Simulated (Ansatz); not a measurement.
System: CH4AlO, charge 0, doublet. CH4AlO (SMILES [Al]([OH])[CH3], doublet).
B3LYP-D3(BJ)/def2-TZVP minimum from Ansatz (a quantum-chemistry and plane-wave program):
```
Al
O 1 1.7122
H 2 0.9585 1 124.45
C 1 1.9751 2 114.44 3 -180.00
H 4 1.0898 1 113.19 2 -180.00
H 4 1.0938 5 108.86 1 -121.28
H 4 1.0938 5 108.86 6 -117.44
```
Charge 0, spin multiplicity 2.

Atomisation energy term by term, kcal/mol (programs: Ansatz). UHF or UKS for unpaired electrons; spin-orbit terms are left out. Cores are frozen in correlated methods. Rows without X2C or -DK are non-relativistic. CBS(X,Y): correlation extrapolated as X^-3, Hartree-Fock from the larger set. A bracket is a step between two methods taken in the basis named. '+ core + X2C': CCSD(T) terms for core correlation (cc-pwCVTZ, 1s frozen past Ne) and scalar relativity (cc-pVTZ-DK). Where a partner has so few electrons that a lower coupled-cluster level is exact, that level stands in. The spin of CH4AlO ([CH3][Al][OH], doublet) was assumed, and the state is the lowest solution found for it.

```csv
term,basis,kcal/mol
Hartree-Fock,cc-pV(Q+d)Z,431.84
CCSD correlation,"CBS(cc-pV(T+d)Z,cc-pV(Q+d)Z)",143.43
(T),"CBS(cc-pV(T+d)Z,cc-pV(Q+d)Z)",9.06
CCSDT(Q) - CCSD(T),cc-pV(D+d)Z,0.64
core correlation,cc-pwCVTZ,0.97
scalar relativity,"X2C, cc-pVTZ-DK",-0.85
sum: De,,585.1
```
